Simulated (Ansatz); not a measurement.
This geometry of GaH6NO3 (11 atoms, charge 0, multiplicity 1) is a first-order saddle point.

Level of theory: Ansatz 0.2.0, RKS PBE-D4/def2-SVP.

```xyz
11
Properties=species:S:1:pos:R:3
Ga -0.078 0.046 0.237
N -0.062 0.195 2.195
H -0.859 -0.203 2.704
H 0.803 -0.070 2.681
O 1.502 -0.535 -0.433
H 1.621 -0.235 -1.352
O -1.711 -0.281 -0.495
H -1.722 -1.137 -0.960
O -0.145 2.031 0.625
H -1.023 2.407 0.419
H -0.165 1.485 1.672
```

Which two structures does it join? (They come from a converged band through this point; their orientation in space is the band's.)

Bonds broken: O9–H11. Bonds formed: N2–H11.

First end point:

```xyz
11
Properties=species:S:1:pos:R:3
Ga -0.031 -0.046 0.366
N -0.032 0.102 2.259
H -0.804 -0.387 2.728
H 0.840 -0.194 2.714
O 1.526 -0.540 -0.419
H 1.556 -0.249 -1.348
O -1.674 -0.179 -0.416
H -1.743 -0.947 -1.010
O -0.171 2.083 0.566
H -1.100 2.266 0.315
H -0.206 1.794 1.541
```

Last end point:

```xyz
11
Properties=species:S:1:pos:R:3
Ga -0.226 0.403 0.109
N -0.018 0.165 2.186
H -0.818 -0.357 2.568
H 0.849 -0.351 2.383
O 1.280 -0.513 -0.382
H 1.820 0.031 -0.983
O -1.846 -0.419 -0.108
H -1.763 -1.146 -0.751
O -0.182 2.230 0.059
H -0.963 2.568 -0.416
H 0.028 1.090 2.633
```

How far does it lie above each of them?

0.074 eV above the first and 0.634 eV above the second. This is the barrier of this one path; another mechanism may lie lower. The orbitals stay closed-shell, which can raise the energy where a bond breaks towards radicals; this wasn't checked here.

Run time: 2.1 min on 4 threads of Intel(R) Xeon(R) Platinum 8223CL CPU @ 3.00GHz (Skylake/Cascade Lake), on a shared host, peak memory 0.21 GiB.
